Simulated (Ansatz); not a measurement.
# Molecular dynamics of H$_{22}$CO$_{12}$

The input (input.yaml):

```yaml
crystal:
  lattice:
    - [6.887311, 0.0, 0.0]
    - [0.0, 6.887311, 0.0]
    - [0.0, 0.0, 6.887311]
  atoms:
    - { symbol: O, position: [0.30978382, 0.90701377, 0.09725651] }
    - { symbol: H, position: [0.42477543, 0.90894009, 0.01171214] }
    - { symbol: H, position: [0.25330479, 0.77821205, 0.07597293] }
    - { symbol: O, position: [0.67581306, 0.91158758, 0.95464534] }
    - { symbol: H, position: [0.74354004, 0.86347608, 1.06911643] }
    - { symbol: H, position: [0.75915102, 1.01623612, 0.89919591] }
    - { symbol: O, position: [0.86822649, 0.21590601, 0.79914497] }
    - { symbol: H, position: [0.86184494, 0.17592803, 0.65798179] }
    - { symbol: H, position: [1.00586615, 0.22069742, 0.83442921] }
    - { symbol: O, position: [0.20699598, 0.50160776, 0.93018499] }
    - { symbol: H, position: [0.14950169, 0.58357231, 0.82699638] }
    - { symbol: H, position: [0.34853511, 0.4948255, 0.89947352] }
    - { symbol: O, position: [0.88698987, 0.4971799, 0.17162706] }
    - { symbol: H, position: [0.75735578, 0.4484672, 0.13374376] }
    - { symbol: H, position: [0.97648662, 0.4737684, 0.06237292] }
    - { symbol: O, position: [0.23936519, 0.19695504, 0.48057301] }
    - { symbol: H, position: [0.10569233, 0.1750429, 0.43425846] }
    - { symbol: H, position: [0.23287361, 0.31348149, 0.55994113] }
    - { symbol: O, position: [0.83597439, 1.1061877, 0.43304079] }
    - { symbol: H, position: [0.74400001, 1.19173445, 0.36204644] }
    - { symbol: H, position: [0.76516049, 0.98074078, 0.43421892] }
    - { symbol: O, position: [0.58609774, 0.51605424, 0.81305278] }
    - { symbol: H, position: [0.64374407, 0.64673015, 0.81528952] }
    - { symbol: H, position: [0.69741414, 0.42586184, 0.79891531] }
    - { symbol: O, position: [0.57854621, 0.81013141, 0.3887104] }
    - { symbol: H, position: [0.46945951, 0.83614079, 0.29782124] }
    - { symbol: H, position: [0.5838607, 0.6669501, 0.40239733] }
    - { symbol: O, position: [0.54032457, 0.27778088, 0.22850389] }
    - { symbol: H, position: [0.52937944, 0.18617668, 0.11951457] }
    - { symbol: H, position: [0.41999804, 0.25166138, 0.30591899] }
    - { symbol: O, position: [0.15127558, 0.64793271, 0.37814172] }
    - { symbol: C, position: [0.11611419, 0.74408369, 0.54022643] }
    - { symbol: O, position: [-0.01914754, 0.70928227, 0.65109247] }
    - { symbol: H, position: [0.03160232, 0.57257489, 0.33318879] }
    - { symbol: H, position: [0.2256988, 0.86031721, 0.56718293] }
basis:
  ecutwfc: 420.0
kpoints:
  mp_grid: { grid: [1, 1, 1] }
hamiltonian:
  xc: pbe
  dispersion: d3bj
scf:
  occupations: { method: fermi_dirac, width: 0.05 }
  lower_state_search: "off"
md:
  timestep: 0.5
  n_steps: 300
  ensemble: nvt_langevin
  temperature: 1000.0
  initial_velocities: maxwell_boltzmann
  seed: 518736
  friction: 0.02
```

Run as:

```bash
$ ansatz run input.yaml --threads 1 --pin off --max-ram 3072MiB --backend cpu --events-out ev --progress --plain --runs-dir out
```

It starts from a partly relaxed structure (largest force component 1.05 eV/Å).

Output, in part (step lines):

```
md step     0: t =     0.00 fs  T =   971.4 K  F+E_penalty+E_count = -7414.32068166 eV  E_kin = 4.394840 eV  (9 SCF iters)
[... lines left out ...]
```

The steps, from the saved trajectory:

```json
{"time (fs)": "0.0", "T (K)": "971", "potential energy less start (eV)": "0.000"}
{"time (fs)": "5.0", "T (K)": "644", "potential energy less start (eV)": "1.364"}
{"time (fs)": "10.0", "T (K)": "746", "potential energy less start (eV)": "1.383"}
{"time (fs)": "15.0", "T (K)": "610", "potential energy less start (eV)": "2.270"}
{"time (fs)": "20.0", "T (K)": "712", "potential energy less start (eV)": "1.839"}
{"time (fs)": "25.0", "T (K)": "651", "potential energy less start (eV)": "2.425"}
{"time (fs)": "30.0", "T (K)": "628", "potential energy less start (eV)": "2.411"}
{"time (fs)": "35.0", "T (K)": "590", "potential energy less start (eV)": "2.873"}
{"time (fs)": "40.0", "T (K)": "675", "potential energy less start (eV)": "2.597"}
{"time (fs)": "45.0", "T (K)": "709", "potential energy less start (eV)": "3.194"}
{"time (fs)": "50.0", "T (K)": "784", "potential energy less start (eV)": "3.335"}
{"time (fs)": "55.0", "T (K)": "879", "potential energy less start (eV)": "3.759"}
{"time (fs)": "60.0", "T (K)": "868", "potential energy less start (eV)": "3.508"}
{"time (fs)": "65.0", "T (K)": "852", "potential energy less start (eV)": "4.172"}
{"time (fs)": "70.0", "T (K)": "1064", "potential energy less start (eV)": "3.524"}
{"time (fs)": "75.0", "T (K)": "1046", "potential energy less start (eV)": "4.018"}
{"time (fs)": "80.0", "T (K)": "1011", "potential energy less start (eV)": "4.084"}
{"time (fs)": "85.0", "T (K)": "893", "potential energy less start (eV)": "4.420"}
{"time (fs)": "90.0", "T (K)": "750", "potential energy less start (eV)": "5.465"}
{"time (fs)": "95.0", "T (K)": "969", "potential energy less start (eV)": "4.100"}
{"time (fs)": "100.0", "T (K)": "972", "potential energy less start (eV)": "4.103"}
{"time (fs)": "105.0", "T (K)": "1068", "potential energy less start (eV)": "4.008"}
{"time (fs)": "110.0", "T (K)": "1194", "potential energy less start (eV)": "3.498"}
{"time (fs)": "115.0", "T (K)": "1146", "potential energy less start (eV)": "3.147"}
{"time (fs)": "120.0", "T (K)": "980", "potential energy less start (eV)": "3.906"}
{"time (fs)": "125.0", "T (K)": "1041", "potential energy less start (eV)": "3.886"}
{"time (fs)": "130.0", "T (K)": "1097", "potential energy less start (eV)": "3.807"}
{"time (fs)": "135.0", "T (K)": "987", "potential energy less start (eV)": "3.911"}
{"time (fs)": "140.0", "T (K)": "910", "potential energy less start (eV)": "4.288"}
{"time (fs)": "145.0", "T (K)": "838", "potential energy less start (eV)": "4.513"}
{"time (fs)": "150.0", "T (K)": "831", "potential energy less start (eV)": "4.453"}
```

The run went to its last step. A run of 0.15 ps of so small a system gives no equilibrium averages. Limits of this set-up: coarse k mesh.

Mean squared displacements from the first frame to the last, about the centre of mass: O 0.35 Å², H 0.97 Å², C 0.07 Å².

Last frame:

```xyz
35
Lattice="6.8873 0.0000 0.0000 0.0000 6.8873 0.0000 0.0000 0.0000 6.8873" Properties=species:S:1:pos:R:3
O 2.129 6.715 0.359
H 2.986 6.300 0.159
H 1.445 6.257 -0.211
O 4.969 6.108 6.666
H 4.938 5.136 6.763
H 5.686 6.457 7.191
O 6.789 0.650 5.922
H 6.833 -0.243 5.535
H 7.656 0.964 5.918
O 1.412 2.979 5.677
H 0.632 3.464 5.423
H 1.984 3.668 6.106
O 6.206 3.807 1.484
H 5.136 3.677 1.810
H 6.460 2.963 1.108
O 1.829 0.671 3.391
H 1.258 0.379 2.717
H 1.251 1.003 4.069
O 6.001 7.375 3.285
H 5.500 8.228 3.110
H 5.480 6.715 3.535
O 4.232 3.000 5.698
H 4.020 3.501 4.924
H 3.718 2.180 5.845
O 3.850 5.363 2.881
H 3.447 6.260 2.935
H 3.621 5.099 3.755
O 3.855 2.536 1.780
H 3.818 1.797 1.062
H 3.417 2.098 2.530
O 1.208 4.704 2.736
C 1.166 5.182 3.933
O 0.110 5.128 4.539
H 0.156 4.341 2.382
H 2.107 5.484 4.542
```

Time of the run: 8.4 min on 1 thread of Arm Neoverse V2, on a shared host, peak memory 0.38 GiB.
